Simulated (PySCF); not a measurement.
Compound: Be(CN)2, C2BeN2.
SMILES: `N#[C][Be][C]#N`

The closed-shell ground state was solved at several levels (PySCF, density fitting, gas phase, non-relativistic). Geometry: PBE0-D3(BJ)/def2-SVP; no solvent, vibrations or thermal averaging.

```tsv
level	basis functions	HOMO (eV)	LUMO (eV)	gap (eV)	dipole (D)
B3LYP/pcJ-1	119	-10.21	-2.95	7.26	0.08
wB97X-D/def2-SVPD	92	-12.47	-1.17	11.30	0.08
B3LYP/pcSseg-1	80	-10.21	-3.13	7.08	0.08
```

**Question.** Estimate the row for PBE0/pcSseg-1, a basis of 80 functions; the other rows only guide the guess.

**Answer.** HOMO -10.51 eV, LUMO -2.91 eV, gap 7.60 eV, dipole 0.08 D.

**Question.** Over all these levels, which gives the widest orbital gap and which the narrowest?

**Answer.** wB97X-D/def2-SVPD (range-separated hybrid) has the widest, 11.30 eV, and B3LYP/pcSseg-1 (global hybrid, 20 % exact exchange) the narrowest, 7.08 eV. Functional and basis both differ between the two, so the spread mixes both effects.

**Question.** How far do the dipole and the HOMO energy spread over the levels?

**Answer.** The dipole runs from 0.08 to 0.08 D (mean 0.08 D) and the HOMO from -12.47 to -10.21 eV.
